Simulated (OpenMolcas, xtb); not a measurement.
GeClF (SMILES [F][Ge][Cl]): the vertical ionisation energy, rung by rung

GeClF: 3 atoms, total charge 0, spin state singlet. As SMILES, `[F][Ge][Cl]`. The coordinates come from a PBE0-D4/def2-TZVP relaxation.

```xyz
3

F     0.1104    1.4187    0.2062
Ge   -0.7628    0.0356   -0.4103
Cl    0.6416   -1.5191    0.1910
```

Quantity: the vertical ionisation energy (to the doublet cation), in eV. The values are calculated.

| level | kind | program | value (eV) | CPU time (all runs) |
| --- | --- | --- | --- | --- |
| GFN2-xTB | semi-empirical | xtb | 15.67 | under 2 s |
| HF/def2-TZVP | Hartree–Fock | OpenMolcas | 10.11 | 70 s |
| SVWN5/def2-TZVP | LDA | OpenMolcas | 10.91 | 98 s |
| BLYP/def2-TZVP | GGA | OpenMolcas | 10.55 | 2 min |
| PBE/def2-TZVP | GGA | OpenMolcas | 10.63 | 2 min |
| M06-L/def2-TZVP | meta-GGA | OpenMolcas | 10.71 | 2.7 min |
| PBE0/def2-TZVP | global hybrid | OpenMolcas | 10.81 | 1.9 min |

All-electron rows without a relativistic Hamiltonian named are non-relativistic. The values span 10.11 to 15.67 eV. The xTB values lack the empirical shift that such differences need. CPU times are rough (shared hosts, several kinds of processor): they show what a rung costs within a factor of a few.
